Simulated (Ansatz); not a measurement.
Ca₄O₄, relaxed as a singlet with RKS PBE-D4/def2-SVP in Ansatz, starting from the GFN1-xTB geometry. Force threshold 0.02 eV/Å.

The structure comes from a short search, and lower isomers may exist.

Start:

```xyz
8

Ca    2.393   -0.265    0.455
Ca    0.455   -0.059   -2.300
Ca   -2.316    0.621   -0.502
Ca   -0.317    0.706    2.213
O    -1.484   -0.202   -2.070
O     1.386   -0.259    2.134
O     1.954   -0.884   -1.349
O    -2.069    0.341    1.419
```

```tsv
step	energy (eV)	largest force component (eV/Å)	SCF passes
1	-81900.2358	2.054	21
2	-81901.6494	0.674	26
3	-81902.1862	0.374	25
4	-81902.3634	0.061	25
5	-81902.3658	0.004	21
```

Force components are those of the run's own axes.

End:

```tsv
atom	x (Å)	y (Å)	z (Å)
Ca1	2.6366	-0.5702	0.5481
Ca2	0.4714	-0.3771	-2.6737
Ca3	-2.6679	0.4245	-0.5288
Ca4	-0.4398	0.5242	2.6543
O5	-1.4746	0.0305	-2.1542
O6	1.4745	-0.0309	2.1543
O7	2.0868	-0.6373	-1.4304
O8	-2.0870	0.6363	1.4305
```

By distances, no bond broke or formed. The bond that changes most is Ca3–O8, from 1.96 to 2.05 Å (atoms count from 1). The end is the same structure that another start reached, the lowest one found.

No frequencies were taken in this run, so the end may be a saddle point.

It took 11 s on 4 threads of Intel Xeon Platinum 8259CL on a shared host.
